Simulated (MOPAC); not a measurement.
Job for MOPAC: PM3 on BrHOSe (SMILES O[Se]Br), a point of a torsion scan.

```
PM3 1SCF PRECISE CHARGE=0 THREADS=1
BrHOSe

O     -1.09522866 1     0.21591379 1     0.39774391 1
Se     0.39326409 1     0.99522612 1    -0.28951375 1
Br     1.16897643 1     1.88538023 1     1.64128353 1
H     -1.31110600 1    -0.56901063 1    -0.10931712 1
```

Program output:

```
*******************************************************************************
 **                                                                           **
 **                              MOPAC v23.2.5                                **
 **                                                                           **
 *******************************************************************************
 ** MOPAC's Digital Object Identifier: https://doi.org/10.5281/zenodo.6511958 **
 **                                                                           **
 ** Please cite the open-source release paper for use of this MOPAC version:  **
 ** J. E. Moussa and J. J. P. Stewart (2026)                                  **
 ** MOPAC: An open-source semiempirical molecular orbital program             **
 ** J. Open Source Softw., 11(119), 8025, https://doi.org/10.21105/joss.08025 **
 *******************************************************************************

                              PM3 CALCULATION RESULTS

 *******************************************************************************
 *  PM3        - The PM3 Hamiltonian to be used
 *
 *
 *
 *                 CHARGE ON SYSTEM = 0
 *
 *
 *
 *  PRECISE    - TIGHTER CRITERIA TO BE USED
 *  1SCF       - DO 1 SCF AND THEN STOP
 *  THREADS=1  - MULTI-THREADING NOT USED
 *  T=         - A TIME OF 172800.0 SECONDS REQUESTED
 *  DUMP=N     - RESTART FILE WRITTEN EVERY 7200.0 SECONDS REQUESTED
 *******************************************************************************
PM3 1SCF PRECISE CHARGE=0 THREADS=1
 BrHOSe

   ATOM   CHEMICAL          X               Y               Z
  NUMBER   SYMBOL      (ANGSTROMS)     (ANGSTROMS)     (ANGSTROMS)

     1       O         -1.09522866  *   0.21591379  *   0.39774391  *
     2      Se          0.39326409  *   0.99522612  *  -0.28951375  *
     3      Br          1.16897643  *   1.88538023  *   1.64128353  *
     4       H         -1.31110600  *  -0.56901063  *  -0.10931712  *



          CARTESIAN COORDINATES

    NO.       ATOM           X           Y           Z

     1         O         -1.0952      0.2159      0.3977
     2        Se          0.3933      0.9952     -0.2895
     3        Br          1.1690      1.8854      1.6413
     4         H         -1.3111     -0.5690     -0.1093

  H: (PM3): J. J. P. STEWART, J. COMP. CHEM. 10, 209 (1989).
  O: (PM3): J. J. P. STEWART, J. COMP. CHEM. 10, 209 (1989).
 Se: (PM3): J. J. P. STEWART, J. COMP. CHEM. 12, 320-341 (1991).
 Br: (PM3): J. J. P. STEWART, J. COMP. CHEM. 10, 209 (1989).

           Empirical Formula: H O Se Br  =     4 atoms



      MOLECULAR POINT GROUP   :   C1


      RHF CALCULATION, NO. OF DOUBLY OCCUPIED LEVELS = 10


 -------------------------------------------------------------------------------
 PM3 1SCF PRECISE CHARGE=0 THREADS=1
 BrHOSe



     1SCF WAS SPECIFIED, SO BFGS WAS NOT USED
     SCF FIELD WAS ACHIEVED


                              PM3 CALCULATION
                                                       MOPAC v23.2.5 Linux




          FINAL HEAT OF FORMATION =        -57.61177 KCAL/MOL =    -241.04764 KJ/MOL


          COSMO AREA              =        102.69 SQUARE ANGSTROMS
          COSMO VOLUME            =         88.65 CUBIC ANGSTROMS

          IONIZATION POTENTIAL    =          9.592354 EV
          HOMO LUMO ENERGIES (EV) =         -9.592 -2.859
          NO. OF FILLED LEVELS    =         10
          MOLECULAR WEIGHT        =        175.8713         POINT GROUP:  C1

          MOLECULAR DIMENSIONS (Angstroms)

            Atom       Atom       Distance
            H     4   Br     3     3.90377
           Se     2    O     1     1.42274
            O     1    H     4     0.33347


          SCF CALCULATIONS        =          1





   ATOM   CHEMICAL          X               Y               Z
  NUMBER   SYMBOL      (ANGSTROMS)     (ANGSTROMS)     (ANGSTROMS)

     1       O         -1.09522866  *   0.21591379  *   0.39774391  *
     2      Se          0.39326409  *   0.99522612  *  -0.28951375  *
     3      Br          1.16897643  *   1.88538023  *   1.64128353  *
     4       H         -1.31110600  *  -0.56901063  *  -0.10931712  *

                             CARTESIAN COORDINATES

   1    O       -1.095228660     0.215913790     0.397743910
   2   Se        0.393264090     0.995226120    -0.289513750
   3   Br        1.168976430     1.885380230     1.641283530
   4    H       -1.311106000    -0.569010630    -0.109317120


           Empirical Formula: H O Se Br  =     4 atoms



      MOLECULAR POINT GROUP   :   C1


                  EIGENVALUES
 -36.47046 -21.68533 -19.62292 -16.99992 -15.31581 -14.31908 -12.55742 -12.34163
 -11.71821  -9.59235  -2.85910  -1.16147   3.78435


              NET ATOMIC CHARGES AND DIPOLE CONTRIBUTIONS

  ATOM NO.   TYPE          CHARGE      No. of ELECS.   s-Pop       p-Pop
    1          O          -0.367006        6.3670     1.80694     4.56006
    2         Se           0.240636        5.7594     1.93471     3.82466
    3         Br          -0.098373        7.0984     1.91748     5.18089
    4          H           0.224743        0.7753     0.77526
 DIPOLE           X         Y         Z       TOTAL
 POINT-CHG.     0.418    -0.735    -1.929     2.106
 HYBRID        -0.452    -0.677     0.130     0.825
 SUM           -0.034    -1.413    -1.799     2.288


          ATOMIC ORBITAL ELECTRON POPULATIONS

     Atom    s        px        py        pz
    1  O   1.80694   1.47226   1.48352   1.60428
    2 Se   1.93471   1.17551   1.68322   0.96592
    3 Br   1.91748   1.87314   1.85544   1.45230
    4  H   0.77526

 **********************
 *                    *
 * JOB ENDED NORMALLY *
 *                    *
 **********************




 == MOPAC DONE ==
```

The run finished.

Cost: around 0.020 core-seconds (rough).
